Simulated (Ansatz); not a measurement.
Reaction (formal loss of a carbene): `C[NH2+][B-](Cl)(Cl)Cl` → `[CH2]` (triplet) + `[NH3+][B-](Cl)(Cl)Cl`

Isolated molecules relaxed with PBE0-D4/def2-TZVP in Ansatz; ΔE leaves out vibrations. CCSD(T)/CBS is the MP2 limit (def2-TZVPP, def2-QZVPP) plus CCSD(T) − MP2 in def2-TZVPP, frozen cores. This one scheme is used for every species. DFT in def2-TZVPP. Triplets are unrestricted, without spin–orbit coupling. One conformer a species, not always the lowest.

| level | ΔE (eV) |
| --- | --- |
| LDA (SPW92) | 5.10 |
| PBE-D4 | 4.38 |
| HF/def2-SVP | 2.92 |
| CCSD/CBS(def2) | 4.22 |

(1) What does CCSD(T)/CBS give? (Estimate.)

(2) What do rigid-rotor, harmonic-oscillator terms from PBE0-D4/def2-TZVP frequencies (298.15 K, 1 bar) make of the CCSD(T)/CBS value? (Best estimate.)

Largest T1 diagnostic among the species: 0.011.

Answers

(1) Computed: +4.34 eV. The listed levels differ from it by 0.76, 0.04, -1.42, -0.12 eV.

(2) Ansatz gave: ΔZPE = -0.31 eV, ΔH = +4.10 eV, ΔS = 159 J/(mol·K), ΔG = +3.61 eV. Open shells count their whole term as degenerate.

From PBE to PBE0 (25 % exact exchange), in def2-TZVPP and without D4, ΔE moves by −0.08 eV. Leaving LDA and LC-ωPBE aside and taking each functional with its dispersion term where it has one, the values, not all of them listed here, spread over 0.42 eV, from r2SCAN0-D4 to ωB97X-V. LDA lies +0.81 eV from PBE without D4. In def2-TZVPP, CCSD(T) changes the Hartree–Fock value by +1.45 eV (the triples alone add +0.12 eV) and MP2 by +1.57 eV.

CCSD(T)/CBS has its own doubt, a few kJ/mol and more with outer-core shells, so smaller differences from it don't rank the levels.
